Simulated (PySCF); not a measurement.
Cl₂HSi, SMILES Cl[SiH]Cl, multiplicity 2.

The structure is a stationary point at TPSSh-D3(BJ)/def2-TZVP. The isomer is the one that the SMILES or the coordinates give; other isomers of the formula were not compared.

Level of theory: TPSSh-D3(BJ)/def2-TZVP (PySCF 2.14.0).

Frequencies are harmonic and unscaled.

Problem. List the normal modes with their intensities. (The exact figures need the calculation; the answer reports its results.)

Solution. 
```tsv
mode	ν (cm⁻¹)	IR (km/mol)	moving atoms (share of kinetic energy)
1	176	2.0	Cl 78 %, Si 22 %
2	508	42.4	Cl 51 %, Si 47 %
3	568	138.3	Si 57 %, Cl 38 %
4	655	30.2	H 86 %, Si 12 %
5	744	83.3	H 93 %
6	2196	76.1	H 96 %
```
